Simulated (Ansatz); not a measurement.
Born–Oppenheimer molecular dynamics of C₂H₆F₃NSi (13 atoms, charge 0, multiplicity 1). It starts from a relaxed structure.

These are results of Ansatz 0.2.0, RKS PBE0/6-31G, not measurements.

```
ensemble                      : NVE (velocity Verlet)
time step                     : 0.25 fs
steps asked                   : 269
starting velocities drawn for : 300 K
seed                          : 881684
```

First frame:

```xyz
13
Properties=species:S:1:pos:R:3
Si 0.001 -0.013 0.072
N 0.010 -0.022 1.780
C -1.160 -0.430 2.554
H -1.909 -0.880 1.897
H -0.869 -1.182 3.297
H -1.613 0.423 3.075
C 1.154 0.459 2.549
H 1.445 -0.295 3.291
H 2.009 0.628 1.889
H 0.920 1.395 3.073
F 1.555 -0.214 -0.492
F -0.544 1.356 -0.712
F -0.996 -1.224 -0.488
```

**Question.** How far do the bonds stretch over the last three quarters of this one trajectory? (Pairs bonded in most of those frames.)

**Answer.** 
```
   bond  mean (Å)  spread (Å)  shortest  longest
 Si1–N2     1.721       0.035      1.65     1.77
Si1–F11     1.661       0.027      1.61     1.70
Si1–F12     1.674       0.019      1.65     1.71
Si1–F13     1.664       0.021      1.63     1.71
  N2–C3     1.465       0.023      1.43     1.52
  N2–C7     1.466       0.025      1.41     1.51
  C3–H4     1.094       0.012      1.07     1.11
  C3–H5     1.097       0.018      1.07     1.12
  C3–H6     1.097       0.004      1.09     1.11
  C7–H8     1.099       0.015      1.07     1.12
  C7–H9     1.093       0.006      1.08     1.10
 C7–H10     1.097       0.010      1.08     1.11
```

Mean temperature of the second half: 160 K. The conserved energy stayed within 0.021 meV per atom of its start (net change 0.018 meV per atom), so the integration is sound. Over the second half the temperature averaged 0.53 of the 300 K drawn at the start: a run that starts near a minimum puts about half its kinetic energy into the potential. A run of 0.067 ps of so small a system gives no equilibrium averages. Limits of this set-up: no polarisation functions.

Run time: 23 min on 1 thread of Intel(R) Xeon(R) Platinum 8375C CPU @ 2.90GHz (Ice Lake), with other jobs on the host, peak memory 0.21 GiB.
